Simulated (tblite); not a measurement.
Species: C9H7BN2.
Numbering: `[N:1]#[C:2][C:3]1=[CH:4][B:5]2[CH:6]=[CH:7][CH:8]=[CH:9][N:10]2[CH:11]=[CH:12]1` (hydrogens: H13 on C4; H14 on C6; H15 on C7; H16 on C8; H17 on C9; H18 on C11; H19 on C12)

Computed with GFN2-xTB (tblite), gas phase: L-BFGS steps from a force-field or distance-geometry start until the largest atomic force falls under 0.01 eV/Å.

Step 6: E = -813.0786 eV
```
atom  x, y, z in Å  |  force x, y, z in eV/Å
N1      4.8059   -0.4454   -0.3739    0.257  -0.018  -0.016
C2      3.6905   -0.2054   -0.2790   -0.435   0.074   0.024
C3      2.2972    0.0403   -0.1663   -0.004   0.066   0.049
C4      1.3956   -0.9867   -0.1558   -0.003  -0.088  -0.038
B5     -0.0874   -0.6753   -0.0352    0.076  -0.304  -0.006
C6     -1.1900   -1.7185   -0.0183   -0.051  -0.059  -0.004
C7     -2.4827   -1.3199    0.0989    0.012   0.020  -0.003
C8     -2.7764    0.0576    0.2035   -0.010   0.065   0.014
C9     -1.8099    1.0150    0.1904    0.097  -0.020  -0.016
N10    -0.4809    0.7136    0.0753    0.033  -0.114  -0.008
C11     0.4979    1.6677    0.0626    0.027  -0.024  -0.015
C12     1.8204    1.3762   -0.0499   -0.060   0.057   0.000
H13     1.7802   -1.9932   -0.2418   -0.020  -0.061  -0.001
H14    -1.0077   -2.7798   -0.0963    0.133  -0.060  -0.011
H15    -3.2997   -2.0306    0.1138   -0.013   0.073   0.009
H16    -3.8078    0.3577    0.3004   -0.013   0.093  -0.002
H17    -2.1121    2.0496    0.2728    0.258   0.154  -0.005
H18     0.2176    2.7074    0.1420   -0.290   0.054   0.035
H19     2.5397    2.1788   -0.0507    0.008   0.091  -0.004
```

Step 7: E = -813.0877 eV
```
atom  x, y, z in Å  |  force x, y, z in eV/Å
N1      4.8028   -0.4443   -0.3738   -0.228   0.089   0.025
C2      3.6838   -0.2022   -0.2781    0.182  -0.063  -0.026
C3      2.2946    0.0424   -0.1651   -0.090  -0.010   0.040
C4      1.3938   -0.9867   -0.1558    0.077  -0.048  -0.038
B5     -0.0855   -0.6815   -0.0357    0.012  -0.141   0.006
C6     -1.1901   -1.7169   -0.0181   -0.047  -0.123  -0.008
C7     -2.4818   -1.3183    0.0992   -0.012   0.016  -0.003
C8     -2.7735    0.0580    0.2036   -0.008   0.102   0.013
C9     -1.8047    1.0127    0.1898    0.050   0.019  -0.008
N10    -0.4788    0.7084    0.0746    0.070  -0.132  -0.009
C11     0.4970    1.6642    0.0624   -0.089   0.046  -0.003
C12     1.8177    1.3759   -0.0501    0.017   0.107   0.003
H13     1.7786   -1.9900   -0.2418    0.030  -0.151  -0.009
H14    -1.0051   -2.7756   -0.0962    0.119  -0.144  -0.016
H15    -3.3005   -2.0256    0.1141   -0.024   0.039   0.008
H16    -3.8034    0.3590    0.2997   -0.056   0.111   0.004
H17    -2.0991    2.0499    0.2720    0.228   0.137  -0.005
H18     0.2071    2.7023    0.1427   -0.248   0.033   0.029
H19     2.5371    2.1777   -0.0509    0.015   0.111  -0.003
```

**Question.** Estimate the geometry and energy of step 8. (The exact step hangs on the optimiser's Hessian estimate; all steps are aligned on step 7, rigid shifts and turns removed.)

**Answer.** E = -813.0988 eV, largest force 0.662 eV/Å
```
atom  x, y, z in Å  |  force x, y, z in eV/Å
N1      4.7981   -0.4418   -0.3734   -0.581   0.166   0.052
C2      3.6761   -0.1992   -0.2774    0.641  -0.157  -0.056
C3      2.2894    0.0441   -0.1628   -0.041   0.030   0.013
C4      1.3942   -0.9876   -0.1568    0.040  -0.123  -0.023
B5     -0.0831   -0.6922   -0.0361   -0.029   0.070   0.012
C6     -1.1910   -1.7184   -0.0182   -0.052  -0.150  -0.006
C7     -2.4813   -1.3158    0.0994   -0.002  -0.005  -0.004
C8     -2.7705    0.0605    0.2040   -0.014   0.121   0.008
C9     -1.7979    1.0107    0.1889    0.027   0.054   0.001
N10    -0.4745    0.6996    0.0737    0.022  -0.101  -0.001
C11     0.4930    1.6615    0.0622    0.008   0.060  -0.007
C12     1.8161    1.3781   -0.0502   -0.110   0.118   0.023
H13     1.7775   -1.9900   -0.2421    0.088  -0.185  -0.017
H14    -0.9994   -2.7742   -0.0965    0.067  -0.215  -0.017
H15    -3.3019   -2.0191    0.1147   -0.047   0.005   0.008
H16    -3.7997    0.3632    0.2991   -0.060   0.117   0.008
H17    -2.0790    2.0534    0.2710    0.194   0.068  -0.009
H18     0.1895    2.6972    0.1443   -0.190  -0.009   0.018
H19     2.5345    2.1791   -0.0512    0.038   0.136  -0.002
```

The energy changes by -0.0111 eV. The first-order estimate −F·Δx gives -0.0150 eV and the mean of the old and new forces, exact on a quadratic surface, -0.0111 eV. The step makes an angle of 52° with the force vector and moves no atom by more than 0.020 Å.

The cost below is that of the whole relaxation. Hardware: one thread, Intel Xeon Platinum 8488C (x86_64), no GPU, on a shared host. Cost: 0.41 s of wall time.
